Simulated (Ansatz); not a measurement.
Species: sum formula H$_{5}$BN$_{2}$O (charge 0, singlet). SMILES: NB(N)O
Geometry from a B3LYP-D3(BJ)/def2-TZVP (Ansatz, an electronic-structure program) optimisation:
```xyz
9

N      1.2674    -0.5594     0.3003
B      0.0087     0.0178    -0.0050
N     -1.2056    -0.7175     0.1240
O      0.0251     1.3366    -0.4359
H      2.1166    -0.0324     0.2058
H      1.3968    -1.5005     0.6208
H     -2.1110    -0.3378    -0.0839
H     -1.2384    -1.6718     0.4339
H     -0.8407     1.6984    -0.6344
```

Wanted: vertical ionisation energy (to the doublet state of charge +1; each state is the SCF solution reached for its spin; for the doublet the Hartree-Fock reference is unstable and T1 is 0.041), in eV. Cores are frozen in the correlated levels unless marked. UHF or UKS for open shells. Spin-orbit coupling is left out. Non-relativistic. 

| level | program | vertical ionisation energy (eV) |
|---|---|---|
| HF/aug-cc-pVQZ | Ansatz | 8.41 |
| RI-HF/aug-cc-pVTZ | Ansatz | 8.41 |
| SVWN5/def2-TZVPD | Ansatz | 9.22 |
| PBE/def2-TZVPD | Ansatz | 8.96 |
| r2SCAN/def2-TZVPD | Ansatz | 9.00 |
| B3LYP/def2-TZVPD | Ansatz | 9.21 |
| PBE0/def2-TZVPD | Ansatz | 9.18 |
| BHLYP/def2-TZVPD | Ansatz | 9.27 |
| CAM-B3LYP/def2-TZVPD | Ansatz | 9.40 |
| wB97M-V/def2-TZVPD | Ansatz | 9.42 |
| wB97X-V/def2-TZVPD | Ansatz | 9.44 |
| B2PLYP/def2-TZVPD | Ansatz | 9.31 |
| RI-MP2/aug-cc-pVTZ | Ansatz | 9.86 |
| RI-MP2/aug-cc-pVQZ | Ansatz | 9.92 |
| CCSD/aug-cc-pVDZ | Ansatz | 9.34 |
| CCSD/aug-cc-pVTZ | Ansatz | 9.50 |
| CCSD(T)/aug-cc-pVDZ | Ansatz | 9.32 |
| CCSD(T)/aug-cc-pVTZ | Ansatz | 9.50 |
